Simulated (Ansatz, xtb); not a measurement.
# CBF2Si: which of two structures lies lower

We compare a, a doublet given by its coordinates, with b, a doublet given by its coordinates. Both are isolated molecules in the gas phase, relaxed with r2SCAN-D4/def2-SVP.

a (Å):

```yaml
atoms:
  - { symbol: C, position_ang: [-1.7012, -0.3279, 0.2159] }
  - { symbol: B, position_ang: [-2.7891, -1.0035, -0.3374] }
  - { symbol: F, position_ang: [-3.6948, -1.7509, -0.8616] }
  - { symbol: F, position_ang: [-1.0348, 2.3012, 1.3147] }
  - { symbol: Si, position_ang: [-2.1067, 1.2750, 0.6464] }
```

Close contacts (Å): C1–B2 1.40, C1–Si5 1.71, B2–F3 1.29, F4–Si5 1.63.

b (Å):

```yaml
atoms:
  - { symbol: C, position_ang: [-1.7084, 0.6707, 0.4948] }
  - { symbol: B, position_ang: [-2.6970, -0.3401, -0.0540] }
  - { symbol: F, position_ang: [-3.0079, -0.3701, -1.3451] }
  - { symbol: F, position_ang: [-3.2854, -1.2297, 0.7378] }
  - { symbol: Si, position_ang: [-0.5930, 1.8112, 1.1138] }
```

Close contacts (Å): C1–B2 1.52, C1–Si5 1.71, B2–F3 1.33, B2–F4 1.33.

Problem. Estimate E(b) − E(a) at the level CCSD(T)/def2-SVP.

Solution. Calculated at CCSD(T)/def2-SVP: E(b) − E(a) = −22.6 kcal/mol, so structure b lies lower.

How the difference moves with the method:

```json
{"level": "r2SCAN-D4/def2-SVP", "geometry": "r2SCAN-D4/def2-SVP", "E(b) − E(a) (kcal/mol)": "−15.8", "departure from the last row (kcal/mol)": "+6.8", "job, with rough time for the two": "optimisation, 4.9 min"}
{"level": "HF/def2-SVP", "geometry": "r2SCAN-D4/def2-SVP", "E(b) − E(a) (kcal/mol)": "−34.3", "departure from the last row (kcal/mol)": "−11.7", "job, with rough time for the two": "part of the CCSD(T) run"}
{"level": "MP2/def2-SVP", "geometry": "r2SCAN-D4/def2-SVP", "E(b) − E(a) (kcal/mol)": "−13.3", "departure from the last row (kcal/mol)": "+9.3", "job, with rough time for the two": "part of the CCSD(T) run"}
{"level": "CCSD(T)/def2-SVP", "geometry": "r2SCAN-D4/def2-SVP", "E(b) − E(a) (kcal/mol)": "−22.6", "departure from the last row (kcal/mol)": "", "job, with rough time for the two": "single point, 77 s"}
```

The levels shown agree on the order. The largest departure from CCSD(T)/def2-SVP is that of HF/def2-SVP, 11.7 kcal/mol. Levels run at GFN2-xTB geometries aren't shown.

With harmonic frequencies from r2SCAN-D4/def2-SVP (ideal gas, rigid rotor, one conformer each, 298.15 K, 1 atm): on the last row, ΔE + ΔZPE = −22.0 kcal/mol. A mode under 50 cm⁻¹ makes harmonic enthalpies and free energies unreliable, so none is given.

Open shells are spin-unrestricted, with notable spin contamination under HF/def2-SVP, MP2/def2-SVP, CCSD(T)/def2-SVP. The correlated steps freeze 9 core orbitals. Programs: Ansatz 0.2.0; the last row on 1 thread of AMD EPYC (Zen 3) on a shared host.
